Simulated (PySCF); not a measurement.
SMILES [SiH3]C#C[SiH](C)C (C₄H₁₀Si₂), GFN2-xTB optimised geometry.

```
16

Si    -0.48    -0.32     0.00
C     -1.06    -1.16     1.54
C     -1.44    -1.71     2.55
Si    -2.01    -2.55     4.10
C     -1.36    -1.57     5.59
C     -1.31    -4.32     4.11
H     -0.99     1.06     0.00
H     -0.99    -1.06    -1.16
H      0.99    -0.32     0.00
H     -3.49    -2.58     4.10
H     -0.27    -1.52     5.59
H     -1.73    -0.56     5.58
H     -1.66    -2.03     6.53
H     -1.63    -4.87     5.00
H     -1.66    -4.88     3.24
H     -0.23    -4.32     4.09
```

Density from PySCF 2.14.0 with B3LYP/def2-TZVP at that geometry.

Minimum of the electron density along straight lines between bonded atoms, close to the bond critical point (lines longer than 1.1 times the sum of covalent radii, or with two minima, are not listed):

```
bond     length / Å  ρ at the minimum / e bohr⁻³  ∇²ρ there / e bohr⁻⁵  position (fraction from the first atom)
-------  ----------  ---------------------------  --------------------  ---------------------------------------
Si1–C2        1.848                        0.116                  0.29                                     0.39
C2–C3         1.211                            …                     …                                     0.50
C3–Si4        1.856                        0.114                  0.27                                     0.61
Si4–C5        1.902                        0.118                  0.12                                     0.39
Si4–C6        1.902                        0.118                  0.12                                     0.39
Si1–H7        1.466                        0.126                  0.18                                     0.49
Si1–H8        1.466                        0.126                  0.18                                     0.49
Si1–H9        1.466                        0.125                  0.18                                     0.49
Si4–H10       1.474                        0.125                     …                                     0.49
C5–H11        1.087                        0.276                 -0.93                                     0.64
C5–H12        1.086                        0.277                 -0.93                                     0.64
C5–H13        1.087                        0.276                 -0.92                                     0.64
C6–H14        1.087                        0.276                 -0.92                                     0.64
C6–H15        1.086                        0.277                 -0.93                                     0.64
C6–H16        1.087                        0.276                 -0.93                                     0.64
```

Task: What belongs in the gaps?

Result: 
- C2–C3, ρ at the minimum / e bohr⁻³: 0.428
- C2–C3, ∇²ρ there / e bohr⁻⁵: -1.37
- Si4–H10, ∇²ρ there / e bohr⁻⁵: 0.16
